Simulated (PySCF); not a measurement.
C2H6BNO. Atoms are numbered in the order given.

```xyz
11

B      0.2023     0.4119     0.1744
C     -0.6466    -0.4334    -0.8362
C     -0.8322    -1.7565    -0.7013
H     -1.1178     0.0632    -1.6978
H     -1.4268    -2.3473    -1.4084
H     -0.3840    -2.2986     0.1399
O      0.7782    -0.2516     1.2343
H      1.2850     0.3222     1.8192
N      0.3532     1.8063    -0.0217
H      0.8820     2.4245     0.5812
H     -0.0749     2.2848    -0.8036
```
Charge 0, spin multiplicity 1.

Geometry: r2SCAN-D4/def2-SVP. This is a generated structure with no PubChem entry under its InChIKey; it may be hypothetical. Other conformers were not sampled.

Calculation: B3LYP/pcSseg-1 (PySCF).

GIAO shieldings, no solvent; atoms listed in one row are averaged. δ = σ(ref) − σ: ¹¹B against BF3 (σ = 86.3 ppm); ¹³C against TMS (σ = 181.3 ppm); ¹H against TMS (σ = 31.68 ppm); ¹⁷O against H2O (σ = 333.8 ppm); ¹⁵N against NH3 (σ = 265.5 ppm), references at their B3LYP-D3(BJ)/def2-TZVP geometries, non-relativistic.

Computed chemical shifts:
| nucleus | atoms | count | δ (ppm) |
|---|---|---|---|
| ¹¹B | B1 | 1 | 15.0 |
| ¹³C | C3 | 1 | 145.5 |
| ¹³C | C2 | 1 | 143.5 |
| ¹H | H6 | 1 | 6.79 |
| ¹H | H5 | 1 | 6.38 |
| ¹H | H4 | 1 | 6.09 |
| ¹H | H8 | 1 | 2.86 |
| ¹H | H11 | 1 | 2.66 |
| ¹H | H10 | 1 | 2.19 |
| ¹⁷O | O7 | 1 | 96.6 |
| ¹⁵N | N9 | 1 | 75.4 |
